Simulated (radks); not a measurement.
The numbers below are computed, except where a source is named.
All-electron atom: Lu in [Xe] 4f14 5d1 6s2.

Code: a radial shooting solver on a logarithmic mesh with Libxc functionals. Model: scalar-relativistic Kohn-Sham, r2SCAN, spin-polarised, spherical densities, finite nucleus; open shells are filled with parallel spins first (spin-orbit coupling, left out, can overturn this in heavy ions); meta-GGA in the generalised Kohn-Sham scheme; Fermi nuclear charge, rms radius 5.37 fm; hard spherical wall at 8 bohr.

Energy parts (eV):
| part | energy |
|---|---|
| total | -396279.04 |
| kinetic | 432912.06 |
| electron-nucleus | -976515.47 |
| Hartree | 155505.75 |
| exchange-correlation | -8181.38 |

Orbitals (lengths in bohr, moments of r in powers of bohr):
orbital	occ.	eigenvalue (eV)	<r>
1s down	1	-63312.19	0.01932
1s up	1	-63312.19	0.01932
2s up	1	-10801.39	0.08182
2s down	1	-10801.36	0.08182
2p up	3	-9499.813	0.07292
2p down	3	-9499.790	0.07292
3s down	1	-2456.645	0.2124
3s up	1	-2456.631	0.2124
3p down	3	-2064.127	0.2121
3p up	3	-2064.115	0.2121
3d up	5	-1592.206	0.1925
3d down	5	-1592.201	0.1925
4s down	1	-493.7269	0.4782
4s up	1	-493.7230	0.4781
4p down	3	-364.3701	0.5078
4p up	3	-364.3632	0.5078
4d down	5	-194.7818	0.5477
4d up	5	-194.7790	0.5477
5s up	1	-62.2587	1.176
5s down	1	-61.9905	1.172
5p up	3	-32.3542	1.396
5p down	3	-31.8926	1.388
4f up	7	-9.1506	0.7253
4f down	7	-9.0793	0.7209
6s up	1	-4.5422	3.503
6s down	1	-4.0319	3.587
5d up	1	-1.4009	2.700
5d down	0	-0.6669	2.760
6p up	0	-0.4863	4.186
6p down	0	-0.1446	4.226
7s up	0	5.7928	4.824
7s down	0	6.4697	4.720
5f up	0	7.3139	5.005
5f down	0	8.0240	4.949

The highest occupied level is 5d up at -1.401 eV. The density falls to 0.001 e/bohr^3 at r = 5.07 bohr.
